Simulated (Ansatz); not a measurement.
Compare A (`[S][GeH3]`•) with its isomer B (`[SH][GeH2]`•).

Computed with Ansatz on PBE0-D4/def2-TZVP structures; ΔE is electronic, products minus reactants. CCSD(T)/CBS is the MP2 limit (def2-TZVPP, def2-QZVPP) plus CCSD(T) − MP2 in def2-TZVPP, frozen cores. DFT in def2-TZVPP. B3LYP here is the variant with VWN-RPA as its local correlation; programs differ in this. No spin–orbit coupling; open shells (•) take unrestricted orbitals. For Ge outer-core shells are correlated without core-valence functions, which leaves a few kJ/mol of doubt a bond. Scalar relativity is left out up to krypton.

A:

```xyz
5

S     1.727   -1.017    0.481
Ge   -0.112    0.094   -0.033
H     0.080    0.892   -1.331
H    -1.176   -0.999   -0.232
H    -0.519    1.030    1.115
```

B:

```xyz
5

S     0.814   -0.970   -0.859
Ge   -0.666    0.446   -0.003
H     1.849   -0.122   -0.741
H    -0.093    1.071    1.294
H    -1.904   -0.425    0.309
```

Q: Which is lower in electronic energy at CCSD(T)/CBS, and by how much? (Best estimate.)

A: The calculation gave: B, by 6.4 kcal/mol.

Q: Give E(B) − E(A) in kcal/mol with B3LYP-D4, CCSD/def2-TZVPP, BLYP-D4, MP2/def2-TZVPP, LDA (SPW92), r2SCAN-D4, CCSD(T)/def2-TZVPP. (Estimate.)

A: Ansatz gave: B3LYP-D4 -7.7, CCSD/def2-TZVPP -4.6, BLYP-D4 -9.1, MP2/def2-TZVPP -7.8, LDA (SPW92) -12.7, r2SCAN-D4 -8.6, CCSD(T)/def2-TZVPP -5.7. None reverses the order clearly.

Q: Does the order hold for the free energy at 298.15 K (harmonic terms from PBE0-D4)? (Estimate.)

A: Ansatz gave: Yes: G(B) − G(A) = -6.5 kcal/mol.

Largest T1 diagnostic: 0.014.

From r2SCAN to r2SCAN0 (25 % exact exchange), in def2-TZVPP and without D4, E(B) − E(A) moves by +1.2 kcal/mol. At CCSD(T), def2-SVP lies +2.0 kcal/mol from the extrapolated value and def2-TZVPP +0.7 kcal/mol.
